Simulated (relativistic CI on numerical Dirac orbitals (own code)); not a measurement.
V2+: 3d valence photoemission

Computed with this model: Dirac-Coulomb-Breit CI, separate exchange-only KLI orbitals for each configuration, a model potential for QED, valence Slater integrals scaled by 0.7, multiplet model of photoemission in the sudden approximation; configurations [Ar] 3d3 → [Ar] 3d2; 300 K; Lorentzian 0.3 eV and Gaussian 0.5 eV FWHM. Energies are those of the free ion, without screening or charge transfer. The energies are binding energies and can lie tens of eV above those of solids. S is read from ⟨S²⟩ = S(S + 1).

Field parameters in Wybourne normalisation: D3d B²₀ = −7Dσ, B⁴₀ = −14Dq − 21Dτ, B⁴₃ = −14√(10/7) Dq; D4h B²₀ = −7Ds, B⁴₀ = 21(Dq − Dt), B⁴₄ = 21√(5/14) Dq; Oh B⁴₀ = 21Dq, B⁴₄ = √(5/14) B⁴₀. The field is a parameter set, without covalency.

Computed curve for Oh, 10Dq = 7050 cm⁻¹, scaled to 100 at the maximum (points under 2 are left out and the grid is thinned):

```json
{"Energy (eV)": "26.9", "Intensity": "2.2"}
{"Energy (eV)": "27.0", "Intensity": "2.5"}
{"Energy (eV)": "27.1", "Intensity": "3.0"}
{"Energy (eV)": "27.2", "Intensity": "3.6"}
{"Energy (eV)": "27.3", "Intensity": "4.4"}
{"Energy (eV)": "27.4", "Intensity": "5.6"}
{"Energy (eV)": "27.5", "Intensity": "7.3"}
{"Energy (eV)": "27.6", "Intensity": "10.1"}
{"Energy (eV)": "27.7", "Intensity": "14.6"}
{"Energy (eV)": "27.8", "Intensity": "22.2"}
{"Energy (eV)": "28.0", "Intensity": "50.9"}
{"Energy (eV)": "28.1", "Intensity": "70.9"}
{"Energy (eV)": "28.2", "Intensity": "89.4"}
{"Energy (eV)": "28.3", "Intensity": "100.0"}
{"Energy (eV)": "28.4", "Intensity": "98.6"}
{"Energy (eV)": "28.5", "Intensity": "85.7"}
{"Energy (eV)": "28.6", "Intensity": "66.4"}
{"Energy (eV)": "28.7", "Intensity": "46.8"}
{"Energy (eV)": "28.8", "Intensity": "31.1"}
{"Energy (eV)": "28.9", "Intensity": "20.3"}
{"Energy (eV)": "29.0", "Intensity": "13.6"}
{"Energy (eV)": "29.1", "Intensity": "9.6"}
{"Energy (eV)": "29.2", "Intensity": "7.1"}
{"Energy (eV)": "29.3", "Intensity": "5.6"}
{"Energy (eV)": "29.4", "Intensity": "4.6"}
{"Energy (eV)": "29.5", "Intensity": "4.0"}
{"Energy (eV)": "29.6", "Intensity": "3.6"}
{"Energy (eV)": "29.7", "Intensity": "3.5"}
{"Energy (eV)": "29.8", "Intensity": "3.6"}
{"Energy (eV)": "29.9", "Intensity": "4.2"}
{"Energy (eV)": "30.1", "Intensity": "6.6"}
{"Energy (eV)": "30.2", "Intensity": "8.3"}
{"Energy (eV)": "30.3", "Intensity": "9.6"}
{"Energy (eV)": "30.4", "Intensity": "10.0"}
{"Energy (eV)": "30.5", "Intensity": "9.3"}
{"Energy (eV)": "30.6", "Intensity": "7.8"}
{"Energy (eV)": "30.7", "Intensity": "5.9"}
{"Energy (eV)": "30.8", "Intensity": "4.2"}
{"Energy (eV)": "30.9", "Intensity": "3.0"}
{"Energy (eV)": "31.0", "Intensity": "2.1"}
```

The ground state has S = 1.50, and the centroid lies at 28.51 eV.
